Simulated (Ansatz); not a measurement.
(Cl)3Si-O-SiH3 (Si2Cl3OH3). The state is a singlet with charge 0. Geometry relaxed at PBE-D4/def2-SVP.

```xyz
9

Si    0.473   -0.431   -1.367
Cl    0.506   -2.479   -1.176
Cl    2.112    0.185   -2.433
Cl   -1.245    0.115   -2.363
O     0.518    0.275    0.111
Si   -0.402    0.527    1.507
H     0.532    1.053    2.553
H    -1.483    1.528    1.219
H    -1.010   -0.773    1.951
```

**Question.** Estimate the harmonic wavenumbers at RKS PBE-D4/def2-SVP (Ansatz, unscaled). Is this a minimum?

**Answer.** 5, 27, 58, 149, 155, 202, 261, 265, 413, 609, 621, 654, 692, 704, 912, 916, 936, 1076, 2178, 2189, 2209 cm⁻¹. Yes, no mode is imaginary beyond noise. Zero-point energy 91.1 kJ/mol. Run time 57 s (2 threads of AMD EPYC 7R13 on a shared host).
